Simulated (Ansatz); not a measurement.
```xyz
9

B     0.9804   -1.1046   -0.6695
C     0.3079    0.1404   -0.0447
O    -1.0874   -0.0854    0.2975
C    -1.6863    0.9198    0.8186
N    -2.2518    1.8096    1.2905
H     2.1285   -0.9969   -0.9778
H     0.3881   -2.1241   -0.8378
H     0.8499    0.4496    0.8596
H     0.3707    0.9917   -0.7365
```

Total charge 0; spin multiplicity 1.

Task: List the PBE/def2-TZVPP orbital energies in eV (the Gaussian-basis code of Ansatz). (An estimate is asked.)

Result: The calculation gave: Occupied: -512.92, -380.19, -271.23, -271.05, -178.07, -28.57, -22.39, -19.15, -15.08, -13.43, -12.71, -11.49, -10.03, -9.26, -8.98, -8.50, -7.86, -7.09. Lowest empty: -3.33, -0.58, -0.19, 0.60, 0.74, 1.45, 1.80, 1.88.
